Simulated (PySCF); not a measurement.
# Correlation energy of V⁺ (vanadium, charge +1)

[Ar] 3d3 4p1, one real determinant (an excited configuration). Calculation: PySCF 2.14, in x2c-TZVPPall (6s5p4d2f1g, 64 functions); the spin-free X2C one-electron Hamiltonian (Gaussian nucleus). Frozen: [Ne]; 12 electrons correlated.

```csv
level,correlation energy (mhartree)
CCSD,-315.97
(T),-6.91
CCSD(T),-322.88
```

Diagnostics: T1 = 0.010, D1 = 0.0372, largest double amplitude 0.027.

The real determinant used has ⟨L²⟩ near 14 against 20 for a pure G term, so it mixes terms.

Cost of the coupled-cluster step: about 23 core-seconds, for 12 correlated electrons.

Iterations:

```
CC2 = 0
CCSD nocc = (np.int64(8), np.int64(4)), nmo = (59, 59)
frozen orbitals [[0, 1, 2, 3, 4], [0, 1, 2, 3, 4]]
max_cycle = 100
direct = 0
conv_tol = 1e-08
conv_tol_normt = 1e-06
diis_space = 8
diis_start_cycle = 0
Init t2, MP2 energy = -0.293743620502599
Init E_corr(UCCSD) = -0.293743620512103
cycle = 1  E_corr(UCCSD) = -0.309985509735072  dE = -0.0162418892  norm(t1,t2) = 0.0411159
cycle = 2  E_corr(UCCSD) = -0.314369575260691  dE = -0.00438406553  norm(t1,t2) = 0.0147505
cycle = 3  E_corr(UCCSD) = -0.315876454756536  dE = -0.0015068795  norm(t1,t2) = 0.0084492
cycle = 4  E_corr(UCCSD) = -0.315998671074838  dE = -0.000122216318  norm(t1,t2) = 0.00407075
cycle = 5  E_corr(UCCSD) = -0.315790480319404  dE = 0.000208190755  norm(t1,t2) = 0.00296142
cycle = 6  E_corr(UCCSD) = -0.315953067358404  dE = -0.000162587039  norm(t1,t2) = 0.00170431
cycle = 7  E_corr(UCCSD) = -0.315995223712247  dE = -4.21563538e-05  norm(t1,t2) = 0.00109317
cycle = 8  E_corr(UCCSD) = -0.315965451709148  dE = 2.97720031e-05  norm(t1,t2) = 0.000641398
cycle = 9  E_corr(UCCSD) = -0.315974307107217  dE = -8.85539807e-06  norm(t1,t2) = 0.00020001
cycle = 10  E_corr(UCCSD) = -0.31597235751754  dE = 1.94958968e-06  norm(t1,t2) = 0.00015379
cycle = 11  E_corr(UCCSD) = -0.315975992525005  dE = -3.63500746e-06  norm(t1,t2) = 0.000304467
cycle = 12  E_corr(UCCSD) = -0.315972141908381  dE = 3.85061662e-06  norm(t1,t2) = 9.52303e-05
cycle = 13  E_corr(UCCSD) = -0.315973475567934  dE = -1.33365955e-06  norm(t1,t2) = 3.72566e-05
cycle = 14  E_corr(UCCSD) = -0.315974558148289  dE = -1.08258036e-06  norm(t1,t2) = 1.51414e-05
cycle = 15  E_corr(UCCSD) = -0.315974533809638  dE = 2.43386515e-08  norm(t1,t2) = 6.1498e-06
cycle = 16  E_corr(UCCSD) = -0.315974322757995  dE = 2.11051643e-07  norm(t1,t2) = 2.44752e-06
cycle = 17  E_corr(UCCSD) = -0.315974269679595  dE = 5.30783998e-08  norm(t1,t2) = 1.25655e-06
cycle = 18  E_corr(UCCSD) = -0.315974279320417  dE = -9.64082247e-09  norm(t1,t2) = 1.2143e-06
cycle = 19  E_corr(UCCSD) = -0.315974267172152  dE = 1.21482653e-08  norm(t1,t2) = 1.41047e-06
cycle = 20  E_corr(UCCSD) = -0.315974280778165  dE = -1.36060134e-08  norm(t1,t2) = 1.11936e-06
cycle = 21  E_corr(UCCSD) = -0.315974276267142  dE = 4.51102322e-09  norm(t1,t2) = 1.96091e-06
cycle = 22  E_corr(UCCSD) = -0.315974273732873  dE = 2.53426918e-09  norm(t1,t2) = 3.7705e-07
UCCSD converged
E(UCCSD) = -948.0954882703904  E_corr = -0.315974273732873
UCCSD(T) correction = -0.00690996298315489
```

The basis was made for the ground configuration and has no added diffuse functions, which can raise the energy of the promoted electron.

The reference is one real determinant that mixes LS terms of this configuration.

This basis was not built for core-valence correlation, so the inner-shell part is incomplete.
